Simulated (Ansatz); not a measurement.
Reaction (redistribution): `[Cl][AlH][Cl]` + `FC(F)(F)C1=CC(C(F)(F)F)=[O+][Al-]([F])([F])[O]1` → `FC(F)(F)C1=CC(C(F)(F)F)=[O+][Al-]([Cl])([Cl])[O]1` + `[F][AlH][F]`

Computed with Ansatz on PBE0-D4/def2-TZVP structures; ΔE is electronic, products minus reactants. CCSD(T)/CBS adds triple-zeta CCSD(T) − MP2 to the extrapolated MP2 energy (def2 sets, frozen cores). This one scheme is used for every species. DFT in def2-TZVPP. B3LYP here is the variant with VWN-RPA as its local correlation; programs differ in this.

```tsv
level	ΔE (kJ/mol)	difference from CCSD(T)/CBS
revPBE-D4	-3.9	-0.6
BLYP-D4	-3.8	-0.5
r2SCAN-D4	0.7	4.0
B97M-V	-1.9	1.4
B3LYP-D4	-2.9	0.4
r2SCAN0-D4	0.5	3.8
ωB97X-V	-2.1	1.2
r2SCAN	2.6	5.9
r2SCANh	2.7	6.0
r2SCAN0	2.7	6.0
LC-ωPBE	1.0	4.3
MP2/def2-SVP	-3.0	0.3
HF/def2-TZVPP	4.4	7.7
CCSD/def2-TZVPP	-0.7	2.6
CCSD(T)/def2-TZVPP	-2.3	1.0
SCS-MP2/def2-QZVPP	-4.2	-0.9
CCSD(T)/CBS	-3.3	0
```

Largest T1 diagnostic among the species: 0.015.

In def2-TZVPP, CCSD(T) changes the Hartree–Fock value by −6.7 kJ/mol (the triples alone add −1.6 kJ/mol) and MP2 by −10.7 kJ/mol. Leaving LDA and LC-ωPBE aside and taking each functional with its dispersion term where it has one, the values spread over 4.6 kJ/mol, from revPBE-D4 to r2SCAN-D4. The D4 term adds −7.0 kJ/mol with B3LYP and −4.4 kJ/mol with PBE0; it sums over pairs of atoms, weighted by their polarisabilities, and B3LYP, whose exchange is more repulsive, gets the larger term.
